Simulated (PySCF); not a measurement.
Excitations are Tamm–Dancoff values on a coarser integration grid. The basis has no diffuse functions, so Rydberg states are missing or too high.

Cartesian coordinates (Å):
```xyz
9

C     -0.9312     0.4195     0.0165
C      0.2610    -0.4963     0.2779
C      1.4496    -0.0827    -0.4518
N      2.3798     0.2584    -1.0348
H     -1.1918     0.4270    -1.0424
H     -1.7963     0.0717     0.5827
H     -0.7095     1.4435     0.3190
H      0.5088    -0.5154     1.3430
H      0.0294    -1.5257    -0.0100
```
Charge 0, spin multiplicity 1.

What HOMO, T1 excitation (TDA), S1–T1 gap (TDA), total energy and S1 excitation (TDA) does PBE-D3(BJ)/def2-TZVP // PBE0-D4/def2-TZVP (PySCF) give?


```json
{
 "HOMO": "-7.95 eV",
 "T1 excitation (TDA)": "6.50 eV",
 "S1–T1 gap (TDA)": "1.10 eV",
 "total_energy": "-4677.90 eV",
 "S1 excitation (TDA)": "7.60 eV"
}
```
